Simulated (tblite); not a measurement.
Species: C₈H₁₆Si.
Structure used (GFN2-xTB), in Å, numbered top down from 1:
```
atom  x, y, z in Å
C1    -0.002   -2.260    1.809
C2     0.025   -1.382    0.996
C3     0.074   -0.328   -0.009
C4     1.372   -0.508   -0.828
C5     2.654   -0.386   -0.013
C6     0.028    1.019    0.737
C7     0.052    2.252   -0.158
C8    -1.128   -0.509   -0.953
Si9   -2.854   -0.280   -0.185
H10   -0.035   -3.025    2.527
H11    1.385    0.222   -1.640
H12    1.341   -1.502   -1.284
H13    2.811    0.634    0.330
H14    2.616   -1.044    0.853
H15    3.509   -0.670   -0.624
H16   -0.883    1.037    1.342
H17    0.872    1.061    1.429
H18   -0.813    2.275   -0.817
H19    0.953    2.282   -0.766
H20    0.031    3.149    0.457
H21   -1.071   -1.518   -1.370
H22   -1.014    0.172   -1.799
H23   -2.948   -0.974    1.098
H24   -3.155    1.143    0.002
H25   -3.830   -0.833   -1.127
```

All values are computed: GFN2-xTB (tblite) harmonic vibrations without scaling, gas phase. This tight-binding method is rough: wavenumbers can miss measured ones by several per cent, in bad cases by 10 to 20. Modes of hydrogen on silicon can be 10 to 20 % off. One conformer, not necessarily the lowest.

Harmonic wavenumbers (cm⁻¹): 83.2, 87.7, 105.9, 107.2, 129.8, 155.5, 175.1, 220.9, 248.0, 275.2, 303.5, 343.6, 373.7, 425.0, 464.7, 493.4, 518.7, 573.3, 662.6, 669.7, 714.6, 771.1, 778.4, 788.5, 798.2, 808.8, 812.7, 833.5, 966.8, 982.8, 1017.6, 1058.6, 1086.4, 1098.5, 1113.1, 1152.3, 1195.8, 1222.6, 1256.5, 1284.2, 1291.8, 1346.6, 1353.6, 1412.4, 1413.7, 1476.3, 1488.2, 1491.1, 1504.4, 1510.1, 1514.3, 1516.9, 2237.0, 2248.8, 2281.9, 2286.7, 2952.3, 2959.1, 2962.6, 2972.6, 2981.1, 2987.1, 3025.9, 3027.2, 3035.5, 3038.7, 3040.4, 3044.6, 3391.4.

A = 1659, B = 1033, C = 799.6 MHz; mass 140.102 u (most abundant isotopes); point group C1, symmetry number 1.

What is the zero-point energy?

Half the sum of the wavenumbers: 45975 cm⁻¹ = 131.45 kcal/mol.

Give the ideal-gas entropy at 350 K and 1 bar in the rigid-rotor, harmonic-oscillator model (classical rotation).

Translation 41.55, rotation 30.32, vibration 45.02: S = 116.9 cal/(mol K).

And Cp and H(350 K) − H(0)?

Cp = 56.14 cal/(mol K), of which vibrations give 48.20 (their classical limit is 69 R = 137.1); H(350 K) − H(0) = 11.33 kcal/mol without the zero-point energy, 8.55 from vibrations.

What must be added to the electronic energy to get the Gibbs energy at 350 K and 1 bar?

ZPE + [H(350 K) − H(0)] − T·S = 131.45 + 11.33 − 40.91 = 101.87 kcal/mol.

How do the functions run with temperature in this model?

```tsv
T (K)	S (cal/(mol K))	Cp (cal/(mol K))	H − H(0) (kcal/mol)	G − H(0) (kcal/mol)	ln q(vib)
50	58.9	14.1	0.49	-2.45	0.32
100	71.5	22.7	1.42	-5.73	1.66
298.15	108.4	49.4	8.59	-23.73	8.54
373.15	120.6	59.0	12.66	-32.33	11.17
500	139.9	73.1	21.08	-48.86	15.58
750	173.6	93.4	42.07	-88.16	23.94
1000	202.5	107.2	67.25	-135.27	31.71
```

q(vib) and H(0) count from the zero-point level.

Which modes carry the vibrational entropy at 350 K?

83.2 cm⁻¹: 4.13; 87.7 cm⁻¹: 4.03; 105.9 cm⁻¹: 3.66; 107.2 cm⁻¹: 3.63; 129.8 cm⁻¹: 3.26; 155.5 cm⁻¹: 2.91 cal/(mol K); the other 63 give 23.41 together.

Blend soft modes into free rotors: weight 1/[1 + (100 cm⁻¹/ν̃)⁴] for the oscillator and the rest for a rotor with moment μB/(μ + B), μ = h/(8π²ν), B = 10⁻⁴⁴ kg m². What vibrational entropy results?

43.05 cal/(mol K) in place of 45.02, which changes −T·S at 350 K by +0.69 kcal/mol.

Hindered rotation and anharmonicity are outside this model. Other conformers, if any are populated, would add a mixing term that is left out. The structure is chiral; the term R ln 2 for an equal mix with its mirror image is left out.
